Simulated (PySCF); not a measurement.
H₁₀NSi₃, SMILES [SiH3][NH+]([SiH3])[SiH3], charge +1. Coordinates come from a PBE0-D3(BJ)/def2-SVP optimisation. The isomer is the one that the SMILES or the coordinates give; other isomers of the formula were not compared.

Calculation: PBE0-D3(BJ)/def2-SVP in PySCF 2.14.0.

Harmonic wavenumbers (cm⁻¹): 128, 128, 165, 165, 167, 220, 474, 581, 581, 614, 634, 634, 790, 790, 805, 910, 910, 911, 922, 922, 926, 926, 930, 961, 1121, 1121, 2282, 2282, 2284, 2309, 2312, 2312, 2319, 2319, 2321, 3458. Rotational constants (GHz): 2.864, 2.864, 1.562; symmetry number 3.

Problem. Work out the zero-point energy and the ideal-gas rigid-rotor harmonic-oscillator thermochemistry at 298.15 K and 1 atm.

Solution. ZPE = ½ Σ hcν = ½ × 41630 cm⁻¹ = 59.51 kcal/mol. H − E(el) = 65.33 kcal/mol. Entropy in cal/(mol K): translation 39.96, rotation 25.44, vibration 20.19, total 85.58. G − E(el) = 39.82 kcal/mol. Cp = 32.39 cal/(mol K). Modes under 150 cm⁻¹ make the vibrational entropy uncertain.
